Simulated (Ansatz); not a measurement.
**Nudged elastic band run: CH₅BrOSi**

input.yaml

```yaml
crystal:
  periodic: [false, false, false]
  atoms:
    - { symbol: O, position_ang: [0.481802, 1.49793, -0.511153] }
    - { symbol: C, position_ang: [-0.415877, 0.498906, -0.214201] }
    - { symbol: Si, position_ang: [0.481609, -0.966468, 0.606503] }
    - { symbol: Br, position_ang: [-1.301206, -0.227157, -1.872818] }
    - { symbol: H, position_ang: [0.009136, 2.271572, -0.846053] }
    - { symbol: H, position_ang: [-1.275792, 0.854226, 0.357251] }
    - { symbol: H, position_ang: [1.513414, -1.480718, -0.324237] }
    - { symbol: H, position_ang: [-0.5224, -2.01036, 0.925468] }
    - { symbol: H, position_ang: [1.117813, -0.484131, 1.862339] }
basis:
  gaussian: { orbitals: def2-mTZVP }
hamiltonian:
  xc: pbe0
neb:
  order_check: false
  images: 6
  f_tol: 0.03
  max_iterations: 60
  climbing: false
  final_atoms:
    - { symbol: O, position_ang: [-0.05718037, 1.64112305, 0.16014031] }
    - { symbol: C, position_ang: [-0.40801895, 0.41668565, -0.35923817] }
    - { symbol: Si, position_ang: [0.45421268, -0.9780008, 0.609752] }
    - { symbol: Br, position_ang: [0.17322185, 0.22557827, -2.27935822] }
    - { symbol: H, position_ang: [-0.56398626, 2.33791928, -0.27769735] }
    - { symbol: H, position_ang: [-1.48820378, 0.28149565, -0.44118412] }
    - { symbol: H, position_ang: [0.03571594, -2.27715103, 0.02936906] }
    - { symbol: H, position_ang: [0.02177045, -0.90109439, 2.03166435] }
    - { symbol: H, position_ang: [1.92096745, -0.79275568, 0.50965114] }
  initial_path:
    images:
      - { positions_ang: [[0.481802, 1.49793, -0.511153], [-0.415877, 0.498906, -0.214201], [0.481609, -0.966468, 0.606503], [-1.301206, -0.227157, -1.872818], [0.009136, 2.271572, -0.846053], [-1.275792, 0.854226, 0.357251], [1.513414, -1.480718, -0.324237], [-0.5224, -2.01036, 0.925468], [1.117813, -0.484131, 1.862339]] }
      - { positions_ang: [[0.36997086, 1.56580917, -0.3678007], [-0.43369859, 0.48457829, -0.21055984], [0.45709818, -0.96429562, 0.60219667], [-1.06738984, -0.1210658, -1.93893549], [-0.01367741, 2.25179199, -0.86532509], [-1.34747022, 0.74849659, 0.28891888], [1.34980575, -1.61696527, -0.35160442], [-0.49105028, -1.91723092, 1.09745856], [1.26491056, -0.47731842, 1.72875042]] }
      - { positions_ang: [[0.25813971, 1.63368833, -0.22444839], [-0.45152018, 0.47025058, -0.20691867], [0.43258736, -0.96212323, 0.59789033], [-0.83357368, -0.01497461, -2.00505298], [-0.03649083, 2.23201198, -0.88459718], [-1.41914845, 0.64276717, 0.22058676], [1.18619751, -1.75321254, -0.37897184], [-0.45970057, -1.82410184, 1.26944912], [1.41200813, -0.47050585, 1.59516184]] }
      - { positions_ang: [[0.14630857, 1.7015675, -0.08109609], [-0.46934178, 0.45592288, -0.20327751], [0.40807653, -0.95995085, 0.593584], [-0.59975752, 0.09111659, -2.07117047], [-0.05930424, 2.21223197, -0.90386927], [-1.49082667, 0.53703776, 0.15225464], [1.02258926, -1.88945982, -0.40633926], [-0.42835085, -1.73097276, 1.44143969], [1.55910569, -0.46369327, 1.46157326]] }
      - { positions_ang: [[0.06931109, 1.72202365, 0.01480296], [-0.4682192, 0.44417711, -0.2239971], [0.40416277, -0.96159839, 0.59404814], [-0.38912497, 0.15579305, -2.12924764], [-0.14117885, 2.22171016, -0.82267561], [-1.52117121, 0.45521914, 0.03819248], [0.81148954, -2.00323596, -0.3558241], [-0.35061222, -1.57250624, 1.59946774], [1.67384204, -0.50778251, 1.26833214]] }
      - { positions_ang: [[0.02714727, 1.69505678, 0.06324874], [-0.44815245, 0.43501329, -0.26907746], [0.42084608, -0.96706586, 0.59928276], [-0.20167603, 0.17905479, -2.1792845], [-0.28211466, 2.26044653, -0.64101619], [-1.51018207, 0.39731131, -0.12159972], [0.55289834, -2.09454099, -0.22742638], [-0.22648466, -1.34870229, 1.74353328], [1.75621718, -0.60277357, 1.01543848]] }
      - { positions_ang: [[-0.01501655, 1.66808991, 0.11169453], [-0.4280857, 0.42584947, -0.31415781], [0.43752938, -0.97253333, 0.60451738], [-0.01422709, 0.20231653, -2.22932136], [-0.42305046, 2.2991829, -0.45935677], [-1.49919293, 0.33940348, -0.28139192], [0.29430714, -2.18584601, -0.09902866], [-0.10235711, -1.12489834, 1.88759881], [1.83859232, -0.69776462, 0.76254481]] }
      - { positions_ang: [[-0.05718037, 1.64112305, 0.16014031], [-0.40801895, 0.41668565, -0.35923817], [0.45421268, -0.9780008, 0.609752], [0.17322185, 0.22557827, -2.27935822], [-0.56398626, 2.33791928, -0.27769735], [-1.48820378, 0.28149565, -0.44118412], [0.03571594, -2.27715103, 0.02936906], [0.02177045, -0.90109439, 2.03166435], [1.92096745, -0.79275568, 0.50965114]] }
```

Run as:

```bash
$ ansatz run input.yaml --threads 2 --pin off --max-ram 3072MiB --backend cpu --events-out ev --progress --plain --runs-dir out
```

Output, in part (warnings, iteration lines, the closing report on the highest movable image, with atoms numbered from 0):

```
NEB end point (image 0): max|allowed force component| = 1.275e-2 eV/Å (the criterion of neb.relax_end_points is 1.000e-2)
NEB end point (image 7): max|allowed force component| = 9.788e-3 eV/Å (the criterion of neb.relax_end_points is 1.000e-2)
NEB iter   1: max|band force component| = 2.713e0 eV/Å  barrier→ = 0.5226 eV  barrier← = 0.5226 eV  Δτ_max = 0.2000 Å  (209 SCF iters)
NEB iter   2: max|band force component| = 8.904e-1 eV/Å  barrier→ = 0.2005 eV  barrier← = 0.2005 eV  Δτ_max = 0.1491 Å  (176 SCF iters)
NEB iter   3: max|band force component| = 6.732e-1 eV/Å  barrier→ = 0.1212 eV  barrier← = 0.1212 eV  Δτ_max = 0.0917 Å  (176 SCF iters)
NEB iter   4: max|band force component| = 3.232e-1 eV/Å  barrier→ = 0.1026 eV  barrier← = 0.1026 eV  Δτ_max = 0.0393 Å  (178 SCF iters)
NEB iter   5: max|band force component| = 1.020e-1 eV/Å  barrier→ = 0.0982 eV  barrier← = 0.0982 eV  Δτ_max = 0.0077 Å  (177 SCF iters)
NEB iter   6: max|band force component| = 2.674e-2 eV/Å  barrier→ = 0.0975 eV  barrier← = 0.0976 eV  Δτ_max = 0.0000 Å  (310 SCF iters)
Total energy: -81075.04328682 eV, -2979.4528861524 hartree
Atom 0 at     0.291331     1.620164    -0.154082 Å, force    -0.020820    -0.005899    -0.024619 eV/Å
Atom 1 at    -0.420515     0.449527    -0.303922 Å, force     0.021457     0.011997     0.012936 eV/Å
Atom 2 at     0.478155    -0.982741     0.603249 Å, force     0.026106    -0.009603     0.007572 eV/Å
Atom 3 at    -0.658711    -0.030672    -2.243680 Å, force    -0.015550     0.003369     0.019710 eV/Å
Atom 4 at    -0.228139     2.355958    -0.506020 Å, force     0.020146    -0.004133    -0.003602 eV/Å
Atom 5 at    -1.457252     0.548948     0.021443 Å, force    -0.011669     0.001214    -0.003302 eV/Å
Atom 6 at     1.001249    -1.988916    -0.349286 Å, force     0.006988     0.010327    -0.003988 eV/Å
Atom 7 at    -0.504920    -1.622520     1.517793 Å, force    -0.013062    -0.009592    -0.011190 eV/Å
Atom 8 at     1.587302    -0.395946     1.397603 Å, force    -0.013595     0.002320     0.006482 eV/Å
Dipole moment:    -0.192783     0.179127     0.298447 e Å
```

The forces met the threshold. No image climbed, so the highest image needn't sit at the top of the path.

Final band (atoms are numbered from 1 in the order of the input):

```csv
image,path coordinate (Å),energy (kcal/mol),dihedral Br4–C2–Si3–H7 (°)
0,0.00,0.0,62
1,0.55,0.5,45
2,1.10,1.5,28
3,1.64,2.2,10
4,2.19,2.2,-8
5,2.74,1.4,-25
6,3.29,0.5,-43
7,3.84,0.0,-59
```

Time of the run: 2.4 min on 2 threads of Arm Neoverse V2 (shared host), peak memory 0.29 GiB.
